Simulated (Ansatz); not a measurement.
Mulliken charges of C2HBCl2 (`C#CB(Cl)Cl`) from ωB97M-V/def2-TZVPP in Ansatz (PBE0-D4/def2-TZVP geometry).

```
atom   x (Å)   y (Å)   z (Å)  charge (e)
  C1  -1.022   0.288   1.275       0.041
  C2  -0.280   0.073   0.350      -0.240
  B3   0.648  -0.197  -0.806       0.095
 Cl4   0.825  -1.814  -1.428      -0.070
 Cl5   1.549   1.107  -1.528      -0.070
  H6  -1.678   0.479   2.093       0.244
```

By hand: the dipole of these point charges (1 e Å = 4.8032 D).

Σ q r = (-0.489, 0.142, 0.609) e Å, of length 0.794 e Å = 3.81 D.

How does the dipole of the full density compare? (Estimate.)

The calculation gave: (-0.206, 0.060, 0.256) e Å, 1.60 D; the point charges give 2.38 times that, at 0° from its direction.

Point charges leave out the atoms' own dipoles, such as those of lone pairs, and Mulliken's split depends on the basis, so the two needn't agree.
